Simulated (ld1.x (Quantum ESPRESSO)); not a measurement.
# As: one change to an ultrasoft potential, before and after

arsenic, ultrasoft, made with ld1.x (Quantum ESPRESSO) 7.5 (Wu–Cohen, scalar-relativistic). Core [Ar] 3d10, reference 4s2 4p3. Waves: 4s (bound): rcut 1.45, rcutus 1.60 bohr; 4s channel at 2.35 Ry: rcut 1.45, rcutus 1.60 bohr; 4p (bound): rcut 1.75, rcutus 1.90 bohr; 4p channel at 3.6 Ry: rcut 1.75, rcutus 1.90 bohr; 4d channel at 0.1 Ry: rcut 1.40, rcutus 1.85 bohr; 4d channel at 1.55 Ry: rcut 1.40, rcutus 1.85 bohr. Local part: all-electron potential smoothed inside 1.20 bohr (lloc = -1). Core correction: Bessel-smoothed model core inside 1.35 bohr. Augmentation charge: PSQ, radius 1.20 bohr.

Change: all radii but the core radius scaled by about 1.13 (s 1.80, p 2.14, d 2.08 bohr, rcut 1.64/1.98/1.58); local potential all-electron potential smoothed inside 1.36 bohr (lloc = -1); augmentation PSQ, radius 1.36 bohr.

Cutoffs: the cutoffs (Ry, on a coarse ladder) from which the occupation-weighted sum of valence levels, in a spherical-Bessel basis at the reference potential, stays within 10 and 1 mRy of its value at 400 Ry; they do not see the model core or the augmentation charge, which bear on the density cutoff. Errors are all-electron minus pseudo energies relative to the spin-unpolarised reference configuration.

Problem. How do hardness, ghosts and transferability respond?

Solution. The potential gets softer (12 Ry and 21 Ry → 10 Ry and 18 Ry); the bound ghost in d disappears; the errors of the 7 common tests hardly move. A larger radius leaves more room for a smooth pseudo-wave, so fewer plane waves are needed.

| quantity | base | changed |
| --- | --- | --- |
| cutoff, loose | 12 Ry | 10 Ry |
| cutoff, tight | 21 Ry | 18 Ry |
| loose cutoff by channel (10 mRy a level) | s 10 Ry, p 8 Ry | s 6 Ry, p 8 Ry |
| bound ghosts | d | none |
| error for 4s2 4p2, meV [ΔE 9.17 eV] | -4.9 | -4.7 |
| error for 4s2 4p1, meV [ΔE 27.14 eV] | -35 | -33 |
| error for 4s2 4p0, meV [ΔE 54.92 eV] | -142 | -130 |
| error for 4s2 4p2.5, meV [ΔE 3.56 eV] | -1.1 | -1.0 |
| error for 4s2 4p3.3, meV [ΔE -1.23 eV] | +0.1 | +0.1 |
| error for 4s1 4p4, meV [ΔE 9.45 eV] | -8.8 | -8.3 |
| error for 4s0 4p5, meV [ΔE 19.12 eV] | -33 | -31 |
| lowest overlap eigenvalue by channel | s 0.39, p 0.53, d 0.91 | s 0.39, p 0.50, d 0.94 |

 A true bound ghost makes a file unfit for plane-wave use even where its test errors are small: the radial tests pick states by their node count and pass the ghost by.
